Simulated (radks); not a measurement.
Species: Ni I. Configuration: [Ar] 3d7.75 4s2 4p0.25 (fractional occupations, a model configuration). Calculated with a radial shooting solver on a logarithmic mesh with Libxc functionals: non-relativistic Kohn-Sham, r2SCAN, spin-polarised, spherical densities, point nucleus; open shells are filled with parallel spins first; meta-GGA in the generalised Kohn-Sham scheme.

Radial electron density D(r) = 4 pi r^2 rho(r):

r (bohr),D(r) (e/bohr),spin D(r)
0.007456,6.881,0.0000761
0.008543,8.501,0.0000933
0.009866,10.53,0.000114
0.01139,12.90,0.000138
0.01316,15.59,0.000164
0.01508,18.40,0.000189
0.01741,21.56,0.000213
0.02011,24.77,0.000233
0.02322,27.84,0.000244
0.0266,30.37,0.000243
0.03073,32.42,0.000230
0.03548,33.56,0.000214
0.04098,33.64,0.000224
0.04733,32.68,0.000336
0.05422,31.03,0.000680
0.06262,28.97,0.00161
0.07232,27.26,0.00372
0.08352,26.63,0.00816
0.09569,27.48,0.0162
0.1105,29.93,0.0320
0.1276,33.38,0.0604
0.1474,36.64,0.109
0.1689,38.24,0.181
0.195,37.31,0.299
0.2252,33.45,0.471
0.2601,27.59,0.708
0.298,21.85,0.994
0.3442,17.44,1.35
0.3975,15.89,1.74
0.459,16.95,2.10
0.5259,19.00,2.36
0.6073,20.41,2.46
0.7014,19.84,2.38
0.81,17.21,2.13
0.9355,13.38,1.76
1.072,9.657,1.39
1.238,6.384,1.01
1.429,4.108,0.698
1.651,2.730,0.457
1.891,1.989,0.298
2.184,1.523,0.187
2.523,1.192,0.120
2.913,0.9026,0.0817
3.338,0.6493,0.0616
3.855,0.4169,0.0484
4.452,0.2393,0.0378
5.141,0.1217,0.0273
5.89,0.05757,0.0183
6.803,0.02361,0.0108
7.856,0.008977,0.00564
9.073,0.003218,0.00254
10.39,0.001146,0.00103
12.01,0.0003459,0.000332

D(r) has 3 maxima, at r = 0.0384, 0.173, 0.627 bohr, and minima at 0.0829, 0.401 bohr, inside which lie 2.12, 10.81 electrons.
